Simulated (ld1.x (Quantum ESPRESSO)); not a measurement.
**Before and after: RRKJ potential for cobalt**

Co (Z = 27), norm-conserving RRKJ (Kleinman–Bylander form), made with ld1.x (Quantum ESPRESSO) 7.5 (PBEsol, fully relativistic). Core [Ar], reference 3d7 4s2 4p0. Waves: 4s (bound): rc 2.40 bohr; 4p (bound, empty): rc 2.20 bohr; 3d (bound): rc 0.95 bohr. Local part: the d channel. Core correction: a·sin(br)/r model core inside 0.45 bohr. rho0 = 0.005.

Open shells are filled in proportion to 2j + 1 (rel_dist='average').

Change: type TM semilocal; scalar-relativistic; rho0 0.

Cutoffs: the cutoffs (Ry, on a coarse ladder) from which the occupation-weighted sum of valence levels, in a spherical-Bessel basis at the reference potential, stays within 10 and 1 mRy of its value at 400 Ry; they do not see the model core or the augmentation charge, which bear on the density cutoff. Errors are all-electron minus pseudo energies relative to the spin-unpolarised reference configuration.

Problem. Predict the effect on cutoff, ghosts and configuration errors.

Solution. The potential gets neither clearly harder nor softer (230 Ry and 300 Ry → 230 Ry and 300 Ry); the bound ghost in p, s disappears; of the 7 tests that both files solve, the error grows in 3 and shrinks in 0 by more than 15 % and 0.3 meV (median size 52.0 → 58.4 meV). A semilocal file is local in each channel, so a ghost entry of none says nothing of the separable form that plane-wave codes build from it. Several settings change at once here, so the effects cannot be laid on one of them. In the base the local d channel has no projectors, so it cannot carry the spin–orbit splitting, and the file is wrong for that shell.

| quantity | base | changed |
| --- | --- | --- |
| cutoff, loose | 230 Ry | 230 Ry |
| cutoff, tight | 300 Ry | 300 Ry |
| loose cutoff by channel (10 mRy a level) | s 12 Ry, d 180 Ry | s 8 Ry, d 180 Ry |
| bound ghosts | s, p1/2, p3/2 | none |
| largest miss of a reference level, eV | 0.12 | 0.00 |
| error for 3d7 4s1 4p0, meV [ΔE 9.05 eV] | -5.9 | -8.3 |
| error for 3d7 4s0 4p0, meV [ΔE 25.74 eV] | -52 | -58 |
| error for 3d6 4s0 4p0, meV [ΔE 61.58 eV] | -135 | -173 |
| error for 3d5 4s0 4p0, meV [ΔE 116.89 eV] | -1053 | -1135 |
| error for 3d8 4s0 4p0, meV [ΔE 6.42 eV] | -229 | -215 |
| error for 3d7.5 4s1.5 4p0, meV [ΔE -0.96 eV] | -34 | -33 |
| error for 3d7 4s0 4p2, meV [ΔE 9.01 eV] | -7.3 | -11 |
| s: phases at 2.61 bohr within 0.05 rad from the reference energy up to (Ry; the scan ends near 5) | 1.0 | 2.4 |

 A true bound ghost makes a file unfit for plane-wave use even where its test errors are small: the radial tests pick states by their node count and pass the ghost by.
